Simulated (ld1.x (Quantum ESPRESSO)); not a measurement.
# Configuration tests for cerium (Ce) (TM)

ld1.x (Quantum ESPRESSO) 7.5 input, shortened:

```
&input
   title='Ce', zed=58., rel=1, dft='PBESOL', iswitch=3,
   config='[Xe] 4f1 5d1 6s2 6p0'
 /
 &inputp
   pseudotype=2, tm=.true., lloc=-1, rcloc=1.85,
   nlcc=.false.
 /
4
5S  1  0   2.00   0.00  1.60  1.60  0.0
5P  2  1   6.00   0.00  2.00  2.00  0.0
5D  3  2   1.00   0.00  2.55  2.55  0.0
4F  4  3   1.00   0.00  1.90  1.90  0.0
 &test
   configts(1)='4f1 5s2 5p6 5d1 6s2 6p0'
 /
```

Occupied shells without a wave of their own: 6s. They enter only through the test configuration that unscreens the potential.

Energies are relative to the spin-unpolarised reference configuration 4f1 5s2 5p6 5d1 6s2 6p0; without spin polarisation the order of configurations can differ from experiment.

(1) Give the all-electron excitation energy and the error of the potential for: 4f1 5s2 5p6 5d1 6s1 6p0; 4f1 5s2 5p6 5d1 6s0 6p0; 4f1 5s2 5p6 5d0 6s0 6p0; 4f1 5s2 5p6 5d2 6s0 6p0; 4f2 5s2 5p6 5d0 6s2 6p0; 4f0 5s2 5p6 5d2 6s1 6p0; 4f1 5s2 5p6 5d2 6s1 6p0.

Levels in the configuration 4f0 5s2 5p6 5d2 6s1 6p0:

```
level  all-electron (eV)  pseudo (eV)
   5s            -49.987      -49.520
   5p            -31.853      -31.493
   5d             -9.857       -9.655
   6s             -8.985       -9.602
```

Answers

(1)

```json
{"valence configuration": "4f1 5s2 5p6 5d1 6s1 6p0", "charge": "+1", "ΔE all-electron (eV)": "6.103", "error AE − PS (meV)": "-258"}
{"valence configuration": "4f1 5s2 5p6 5d1 6s0 6p0", "charge": "+2", "ΔE all-electron (eV)": "17.140", "error AE − PS (meV)": "-707"}
{"valence configuration": "4f1 5s2 5p6 5d0 6s0 6p0", "charge": "+3", "ΔE all-electron (eV)": "36.277", "error AE − PS (meV)": "-1050"}
{"valence configuration": "4f1 5s2 5p6 5d2 6s0 6p0", "charge": "+1", "ΔE all-electron (eV)": "6.255", "error AE − PS (meV)": "-437"}
{"valence configuration": "4f2 5s2 5p6 5d0 6s2 6p0", "charge": "0", "ΔE all-electron (eV)": "-0.337", "error AE − PS (meV)": "+303"}
{"valence configuration": "4f0 5s2 5p6 5d2 6s1 6p0", "charge": "+1", "ΔE all-electron (eV)": "11.301", "error AE − PS (meV)": "+480"}
{"valence configuration": "4f1 5s2 5p6 5d2 6s1 6p0", "charge": "0", "ΔE all-electron (eV)": "0.906", "error AE − PS (meV)": "-154"}
```

These tests converged, but a pseudo level misses the all-electron one widely, so the file describes the atom poorly there or has found another state: 4f0 5s2 5p6 5d2 6s1 6p0: empty 4f by 2.0 eV. ld1.x printed “convergence not achieved” for 5 of the counted tests; their residual had stalled under 1e-8, short of the target of 1e-14. The 6s level has no wave, so the channel is fitted at the deeper level alone: the likely source of the large errors.
